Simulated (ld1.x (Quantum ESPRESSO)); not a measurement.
thallium (Tl): one change to a TM semilocal potential, before and after

Tl (Z = 81), norm-conserving Troullier–Martins (semilocal form), made with ld1.x (Quantum ESPRESSO) 7.5 (LDA (PZ), non-relativistic). Core [Xe] 4f14 5d10, reference 6s2 6p0 (charge +1). Waves: 6s (bound): rc 2.45 bohr; 6d channel at 0.1 Ry: rc 3.30 bohr; 6p (bound, empty): rc 3.00 bohr. Local part: the p channel. Core correction: Bessel-smoothed model core inside 2.15 bohr.

All-electron outer shells of the reference configuration (LDA (PZ), non-relativistic, ld1.x):

```tsv
shell	level (eV)	outermost node (bohr)	outermost maximum (bohr)
6s	-14.23	1.16	2.29
6p	-8.53	1.28	2.77
```

Change: all radii but the core radius scaled by about 0.75 (s 1.84, p 2.26, d 2.48 bohr).

Cutoffs: the cutoffs (Ry, on a coarse ladder) from which the occupation-weighted sum of valence levels, in a spherical-Bessel basis at the reference potential, stays within 10 and 1 mRy of its value at 400 Ry; they do not see the model core or the augmentation charge, which bear on the density cutoff. Errors are all-electron minus pseudo energies relative to the spin-unpolarised reference configuration.

Task: How do hardness, ghosts and transferability respond?

Result: The potential gets harder (15 Ry and 21 Ry → 25 Ry and 70 Ry); of the 9 tests that both files solve, the error grows in 2 and shrinks in 0 by more than 15 % and 0.3 meV (median size 13.9 → 15.4 meV); neither file shows a bound ghost. A smaller radius makes the pseudo-wave follow the all-electron one further in, where it bends more sharply, so more plane waves are needed. A semilocal file is local in each channel, so a ghost entry of none says nothing of the separable form that plane-wave codes build from it.

```csv
quantity,base,changed
"cutoff, loose",15 Ry,25 Ry
"cutoff, tight",21 Ry,70 Ry
bound ghosts,none,none
"error for 6s2 6p1, meV [ΔE -5.56 eV]",-13,-12
"error for 6s1 6p0, meV [ΔE 18.25 eV]",-101,-100
"error for 6s2 6p0.5, meV [ΔE -3.50 eV]",-4.9,-4.6
"error for 6s1 6p1, meV [ΔE 5.75 eV]",-14,-16
"error for 6s0 6p3, meV [ΔE 4.87 eV]",-24,-35
"error for 6s2 6p1.3, meV [ΔE -6.17 eV]",-17,-15
"error for 6s1 6p2, meV [ΔE -0.45 eV]",-4.5,-7.0
"error for 6s2 6p1 (spin-polarised), meV [ΔE -5.67 eV]",-14,-13
"error for 6s1 6p0 (spin-polarised), meV [ΔE 18.06 eV]",-110,-112
```
